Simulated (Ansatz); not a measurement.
`C=C[SiH](F)Br` + `F[SiH3]` → `F[SiH2][SiH](F)Br` + ethylene at 500 K and 1 bar (formal exchange of groups at the Si–C bond).

Computed with Ansatz on PBE0-D4/def2-TZVP structures; ΔE is electronic, products minus reactants. CCSD(T)/CBS adds triple-zeta CCSD(T) − MP2 to the extrapolated MP2 energy (def2 sets, frozen cores). This one scheme is used for every species. For Br outer-core shells are correlated without core-valence functions, which leaves a few kJ/mol of doubt a bond. Scalar relativity is left out up to krypton. One conformer a species, not always the lowest.

```
            species  CCSD(T)/CBS energy (Eh)  H − E (kJ/mol)  S (J/(mol·K))
    `C=C[SiH](F)Br`              -3040.80170           189.5          410.2
          `F[SiH3]`               -390.72345            94.1          267.5
`F[SiH2][SiH](F)Br`              -3353.03256           134.4          441.6
              `C=C`                -78.48111           155.1          245.3
```

H − E and S are ideal-gas, rigid-rotor, harmonic terms from PBE0-D4/def2-TZVP, for one conformer and one mirror image of each species. 1 Eh = 2625.50 kJ/mol, R = 8.31446 J/(mol·K).

**Question.** By hand: ΔE, ΔH, ΔS and ΔG.

**Answer.** ΔE = (-3353.03256) + (-78.48111) − (-3040.80170) − (-390.72345) = 0.01148 Eh = 30.1 kJ/mol. Δ(H − E) = 134.4 + 155.1 − 189.5 − 94.1 = 5.9, so ΔH = 36.0 kJ/mol. ΔS = 441.6 + 245.3 − 410.2 − 267.5 = 9.2 J/(mol·K). ΔG = 36.0 − 500 × (9.2)/1000 = 31.4 kJ/mol.

**Question.** By hand: the equilibrium constant, and the temperature at which ΔG would vanish if ΔH and ΔS stayed fixed.

**Answer.** log₁₀ K = −ΔG/(RT ln 10) = -3.3. ΔG = 0 at ΔH/ΔS = 3913 K, far beyond where these terms or the molecules hold.

The number of gas molecules stays the same, so ΔS is small and ΔH decides. A doubt of 5 kJ/mol in ΔE shifts log₁₀ K by 0.5 here. Other conformers and mirror images would add mixing entropy, several J/(mol·K) or more a flexible species. Modes under 60 cm⁻¹, often nearly free rotors, make the harmonic entropy too high. These are equilibria of isolated gas molecules and say nothing of rates. Largest T1 diagnostic: 0.011 (customary marks: 0.02 for closed shells, 0.045 for open ones).
